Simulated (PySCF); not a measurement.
Species: C5H7PS.
Atom-mapped SMILES: `[CH3:1][c:2]1[cH:3][s:4][c:5]([CH3:6])[p:7]1`

NICS = −σ at a ghost point: NICS(0) at the centroid of the ring atoms, NICS(1) 1 Å to either side along the normal of their mean plane, zz for the tensor component along that normal. Level: GIAO PBE0/pcSseg-1 (PySCF, non-relativistic, gas phase) on the GFN2-xTB geometry, one conformer.

Ring bond lengths (Å), with Mayer bond orders in brackets: C2–C3 1.353 (1.61), C3–S4 1.716 (1.16), S4–C5 1.731 (1.16), C5–P7 1.712 (1.45), P7–C2 1.782 (1.10).

Q: What do the NICS probes read (ppm)?

A: 
```tsv
ring	type	NICS(0)	NICS(1), two faces	NICS(1)zz, two faces	rms pucker (Å)	centre to ring atoms, mean (Å)
C2–C3–S4–C5–P7	5-membered ring with P and S; formal bonds all aromatic	-10.2	-10.2 / -10.3	-22.2 / -22.3	0.00	1.40
```

Q: What can be read from them?

A: 
- C2–C3–S4–C5–P7: mean NICS(1)zz -22.3 ppm, shielded.

Q: How equal are the bonds by HOMA? Use HOMA with the parameters of Krygowski (1993).

A: 
- C2–C3–S4–C5–P7: HOMA 0.68; the largest term is that of P7–C2, α(R − Ropt)² = 0.84.

Q: What field does 14.1 T along the ring normal induce along that normal at the second NICS(1) probe listed for ring C2–C3–S4–C5–P7, 1 Å off the ring?

A: NICSzz × B0 = -22.3 ppm × 14.1 T = -314 μT, against the applied field.

Q: List the ring angles and the Hirshfeld charges of the ring atoms.

A: 
- C2–C3–S4–C5–P7: C2 116.2° (-0.066 e), C3 117.7° (-0.091 e), S4 95.1° (+0.108 e), C5 117.2° (-0.073 e), P7 93.8° (+0.038 e); sum 540.0° against 540° for a flat convex ring.
